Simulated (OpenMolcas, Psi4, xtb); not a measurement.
## CH4BFO2 (SMILES COB(O)F): methods side by side

The species is CH4BFO2 (9 atoms), meant as a singlet with charge 0. SMILES: `COB(O)F`. Geometry: relaxed at PBE0-D4/def2-TZVP. This is one conformer, not always the lowest.

Each level gives the HOMO–LUMO gap (eV). The values are calculated.

| level | kind | program | value (eV) | CPU time |
| --- | --- | --- | --- | --- |
| GFN2-xTB | semi-empirical | xtb | 7.88 | under 2 s |
| HF/def2-SVP (density fitting) | Hartree–Fock | Psi4 | 17.49 | 2.7 s |
| SVWN5/def2-SVP | LDA | OpenMolcas | 7.55 | 30 s |
| BLYP/def2-SVP | GGA | OpenMolcas | 7.35 | 41 s |
| PBE/def2-SVP | GGA | OpenMolcas | 7.56 | 42 s |
| TPSS/def2-SVP | meta-GGA | OpenMolcas | 7.94 | 52 s |
| B3LYP/def2-SVP | global hybrid | OpenMolcas | 9.49 | 39 s |
| B2PLYP/def2-SVP | double hybrid | OpenMolcas | 12.77 | 30 s |

The values span 7.35 to 17.49 eV. Orbital gaps aren't excitation energies, and those of double hybrids come from the SCF part alone; they tend to grow with the share of exact exchange. CPU times are rough (shared hosts, several kinds of processor): they show what a rung costs within a factor of a few.
